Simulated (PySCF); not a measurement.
**Levels of Os⁶⁵⁺ from EOM-EA-GCCSD**

Reference: closed-shell Os⁶⁶⁺, [Ne]; one electron is added. Calculated with PySCF 2.14, two-component X2C-1e with screened spin-orbit coupling, an uncontracted even-tempered set (17 s from 12 bohr⁻², ratio 2.6; 14 p from 16 bohr⁻², ratio 2.6; 6 d from 16 bohr⁻², ratio 2.8; 3 f from 350 bohr⁻², ratio 2.8); frozen 1s2; the 52 highest virtual spinors dropped; of the others 52 kept and the rest restored at second order. No Breit or QED terms. Binding energies in eV.

```tsv
level	Koopmans	second order	EOM-CCSD
3s1/2	7612.1	7613.0	7613.0
3p1/2	7446.1	7447.2	7447.2
3p3/2	7018.4	7019.3	7019.3
3d3/2	6821.6	6822.4	6822.4
3d5/2	6725.2	6725.9	6725.9
```

Electric-dipole lines between these computed levels:

```
lower  upper  ΔE (eV)  vacuum wavelength (nm)
3s1/2  3p1/2   165.84                   7.476
3s1/2  3p3/2   593.73                   2.088
3p1/2  3d3/2   624.81                   1.984
3p3/2  3d3/2   196.91                   6.296
3p3/2  3d5/2   293.40                   4.226
```

For comparison, the ionisation energy of Os⁶⁵⁺ is 7610 ± 30 eV (theoretical estimate listed by NIST; NIST Atomic Spectra Database, ionization energies).

Only part of the computed levels is shown.
